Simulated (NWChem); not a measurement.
System: Si₂NH₇O; SMILES N[SiH2][SiH2]O

Results from NWChem. Pople sets run with spherical d functions. Coordinates come from a B3LYP/6-31G* (spherical d) optimisation. Level: B3LYP/6-31G* with SMD, gas-phase geometry; reactions with the solvents are ignored. One conformer.

```json
[
 {"SMD term (kcal/mol)": "distortion of the solute's density", "water": "1.39", "toluene": "0.22"},
 {"SMD term (kcal/mol)": "polarisation", "water": "-11.48", "toluene": "-4.05"},
 {"SMD term (kcal/mol)": "cavity, dispersion and structure", "water": "4.16", "toluene": "0.02"}
]
```

Task: Sum the solvation free energies, find the transfer free energy from water to toluene and the partition coefficient at 298.15 K.

Result: 
1. ΔG(solv, water) = -5.93 kcal/mol and ΔG(solv, toluene) = -3.81 kcal/mol (1 M gas to 1 M solution).
2. Transfer: -3.81 − (-5.93) = 2.12 kcal/mol.
3. log₁₀ K(toluene/water) = −ΔG/(RT ln 10) = -2.12/1.364 = -1.6, so the model puts more of the solute in water.
4. Of the transfer energy, 6.26 kcal/mol is electrostatic and -4.14 comes from the non-electrostatic term. The two phases are taken as the pure solvents.
